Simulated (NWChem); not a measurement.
Species: C₂H₃BO; SMILES C#CBO

```xyz
7

B      0.5143    -0.6690     0.0000
C      0.0842     0.8011     0.0000
C     -0.2037     1.9840     0.0000
H     -0.4663     3.0270     0.0000
H      1.6922    -0.9580     0.0000
O     -0.4316    -1.6310     0.0000
H     -0.0568    -2.5174     0.0000
```
Atoms are numbered in this order, from 1.

Computed with NWChem. The geometry was optimised at PBE0/def2-SVP. B3LYP is NWChem's, with the RPA form of VWN correlation. Static field.

Problem. Order these by “anisotropy (bohr³)”, lowest first: B3LYP/def2-SVPD; LC-BLYP (range parameter 0.33 per bohr)/def2-SVPD; PBE/def2-SVPD; Hartree-Fock/def2-SVPD.

Solution. Hartree-Fock/def2-SVPD (26.6), LC-BLYP (range parameter 0.33 per bohr)/def2-SVPD (29.3), B3LYP/def2-SVPD (30.8), PBE/def2-SVPD (32.6)
